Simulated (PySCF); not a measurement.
Excitations are Tamm–Dancoff values on a coarser integration grid. The basis has no diffuse functions, so Rydberg states are missing or too high.

Cartesian coordinates (Å):
SMILES: Oc1scc(c1)B
```xyz
12

B     -2.1390    -0.6064     0.3665
C     -0.7398    -0.0703     0.0489
C     -0.5635     1.1286    -0.6199
S      1.0890     1.5139    -0.8571
C      1.5935     0.0465    -0.0482
O      2.8858    -0.2751     0.1122
C      0.5204    -0.6832     0.3722
H     -2.2857    -1.6549     0.9516
H     -3.1119     0.0283     0.0273
H     -1.3358     1.8050    -0.9850
H      3.4588     0.3992    -0.2666
H      0.6282    -1.6316     0.8981
```
Charge 0, spin multiplicity 1.

Task: What dipole moment, HOMO and S1 excitation (TDA) does PySCF with ωB97X-D3(BJ)/def2-TZVP // PBE0-D3(BJ)/def2-SVP give?

Result: 
```
Item                    Value
-------------------  --------
dipole moment          2.38 D
HOMO                 -8.67 eV
S1 excitation (TDA)   4.62 eV
```
